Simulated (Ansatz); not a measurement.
n-SiSiSiSiH10 (Si4H10). The state is a singlet with charge 0. Geometry r2SCAN-D4/def2-SVP, basis def2-TZVP, Ansatz.

Cartesian coordinates in Å:
```
Si 0.3539 1.4140 -2.5854
Si -0.5671 0.9039 -0.4886
Si 0.5744 -0.8991 0.4931
Si -0.3594 -1.4178 2.5823
H 0.2511 0.2185 -3.4782
H 1.7985 1.7660 -2.4234
H -0.3522 2.5620 -3.2335
H -2.0152 0.5508 -0.6377
H -0.4704 2.0940 0.4160
H 2.0210 -0.5414 0.6503
H 0.4862 -2.0875 -0.4151
H -1.7982 -1.7848 2.4088
H 0.3540 -2.5576 3.2368
H -0.2766 -0.2210 3.4747
```

```
run  HOMO (eV)  LUMO (eV)
  A      -7.71      -0.56
  B      -9.86       1.42
  C     -10.04       2.59
  D      -6.69      -1.34
  E      -6.93      -1.12
  F      -7.51      -0.68
```

B3LYP takes the VWN-RPA correlation. Another isomer (singlet) lies 0.06 eV lower at PBE0-D4/def2-TZVP; other spin states weren't run for this one.

Task: The runs used B3LYP, HF, PBE, PBE0, r2SCAN, ωB97X-V. Estimate which is which.

Result: A PBE0 (25 % exact exchange); B ωB97X-V (range-separated); C HF (100 % exact exchange); D PBE (0 % exact exchange); E r2SCAN (0 % exact exchange); F B3LYP (20 % exact exchange). Exact exchange lowers occupied and raises empty levels; among semilocal functionals meta-GGAs tend to open the gap a little, and such runs are hard to tell apart. The gap grows from 5.35 eV (PBE) to 12.63 eV (HF).
